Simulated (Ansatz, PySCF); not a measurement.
Al(OH) (AlHO), SMILES [Al][OH] (connectivity only; charge and spin as stated), neutral, multiplicity 1.

Geometry: B3LYP-D3(BJ)/def2-TZVPD.

Two levels are set side by side: PBE/def2-TZVPD (Ansatz, a first-principles code) and EOM-CCSD/aug-cc-pVDZ (PySCF). PBE by ΔSCF, the other level by its IP root; same geometry, the bases differ. Differences are taken from unrounded values.

| quantity | EOM-CCSD |
|---|---|
| vertical ionisation energy (eV) | 9.00 |

What does PBE give, and how far is it from EOM-CCSD? (The exact figures need the calculation; the answer reports its results.)


```
quantity                          PBE  PBE minus EOM-CCSD
-------------------------------  ----  ------------------
vertical ionisation energy (eV)  9.03                0.02
```

On these quantities the two levels nearly agree.
